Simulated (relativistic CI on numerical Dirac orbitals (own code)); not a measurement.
## What each ingredient does to the levels of Mo XIII

Base calculation: Dirac-Coulomb-Breit CI, separate exchange-only KLI orbitals for each configuration, model QED (radiative potential, 1s self-energy scaled to tabulated hydrogen-like ionisation energies), unscaled Slater integrals.

CI space (outside the closed core [Ar] 3d10): 4s2, 4s 4p, 4p2, 4s 4d, 4d2, 4s 4f, 4p 4d, 4f2, 4p 4f, 4s 5s, 4s 5p, 4d 4f, 4s 5d, 4s 5f, 4s 6s, 4s 5g. Levels of other configurations are missing.

Variants: (1) QED terms removed; (2) Breit term removed. Shifts of the energy above 4s2 1S_0, in cm⁻¹, for the lowest level and the first level of each name with at least 55 % of one term (blank where a level changes its place among those of its configuration and J or its character, or is not in the variant):

```csv
Level,Base,Δ(1),Δ(2)
4s2 1S_0,0,0,0
4s 4p 3P°_0,196600,+719,-500
4s 4p 3P°_1,204461,+708,-381
4s 4p 3P°_2,226625,+659,+28
4s 4p 1P°_1,297012,+683,-33
4p2 3P_0,464051,+1462,-859
4p2 3P_1,482361,+1416,-456
4p2 1D_2,483424,+1367,-364
4p2 3P_2,511500,+1326,+92
4p2 1S_0,562213,+1350,-38
4s 4d 3D_1,625216,+716,+516
4s 4d 3D_2,627030,+710,+605
4s 4d 3D_3,629993,+700,+744
4s 4d 1D_2,680276,+792,+585
4p 4d 3F°_2,833788,+1461,+68
4p 4d 3F°_3,847396,+1427,+378
4p 4d 1D°_2,861827,+1438,+390
4p 4d 3F°_4,865692,+1380,+783
4p 4d 3D°_1,880807,+1461,+147
4p 4d 3P°_0,898655,+1412,+522
4p 4d 3P°_1,900824,+1412,+565
4p 4d 3D°_3,901529,+1402,+609
```

At this charge energies of transitions that change n are usually good to better than 1 %, and those within a shell (Δn = 0) to a few per cent.

Ionisation energy from the two ground configurations alone: base 276.598 eV; QED terms removed 276.682 eV; Breit term removed 276.708 eV. The NIST ASD value (semi-empirical) is 279.1 eV.

LS names give the leading component of a level, which can be under half, so a name can repeat, a term be missing and a line seem to break the LS rules.
